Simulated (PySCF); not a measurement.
## GdSe at PBE0

Computed with PBE0; basis Gd x2c-SVPall, Se x2c-SVPall; spin-free X2C with a Gaussian nucleus; PySCF 2.14.

- state: nonet, about 7.1 electrons in the 4f shell (Mulliken)
- bond length: 2.423 Å
- harmonic wavenumber: 310 cm⁻¹
- force constant: 3.01 mdyn/Å
- rotational constant Be: 0.05410 cm⁻¹
- anharmonicity ωexe: 0.452 cm⁻¹
- vibration–rotation constant αe: 0.000111 cm⁻¹
- well depth De to Gd (4f7 5d1 6s2) + Se: 115.1 kcal/mol
- dissociation energy D0: 114.7 kcal/mol
- bond order (Mayer): 2.45
- dipole moment (positive dipole means Gd(−)Se(+)): -6.45 D

Spin–orbit coupling is left out, which matters for elements this heavy, above all for dissociation energies. The state is the lowest single determinant that the PBE0 search found; with open d or f shells the true ground state can be another one.
